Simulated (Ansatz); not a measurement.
Compare A (`[CH3][Al]1[NH][SiH]1C`) with its isomer B (`C[N]1[AlH][CH]1[SiH3]`).

Computed with Ansatz on PBE0-D4/def2-TZVP structures; ΔE is electronic, products minus reactants. CCSD(T)/CBS adds triple-zeta CCSD(T) − MP2 to the extrapolated MP2 energy (def2 sets, frozen cores). DFT in def2-TZVPP. B3LYP here is the variant with VWN-RPA as its local correlation; programs differ in this.

Problem. Which is lower in electronic energy at CCSD(T)/CBS, and by how much? (Best estimate.)

Solution. The calculation gave: A, by 244.5 kJ/mol.

Problem. Give E(B) − E(A) in kJ/mol with CCSD(T)/def2-TZVPP, B2PLYP, MP2/def2-TZVPP, B3LYP-D4, PBE-D4, HF/def2-TZVPP, B3LYP. (Estimate.)

Solution. Ansatz gave: CCSD(T)/def2-TZVPP 241.7, B2PLYP 243.0, MP2/def2-TZVPP 243.8, B3LYP-D4 235.9, PBE-D4 242.5, HF/def2-TZVPP 236.8, B3LYP 242.6. None reverses the order clearly.

Largest T1 diagnostic: 0.015.

In def2-TZVPP, CCSD(T) changes the Hartree–Fock value by +4.8 kJ/mol (the triples alone add −0.4 kJ/mol) and MP2 by +6.9 kJ/mol. From PBE to PBE0 (25 % exact exchange), in def2-TZVPP and without D4, E(B) − E(A) moves by +4.2 kJ/mol.
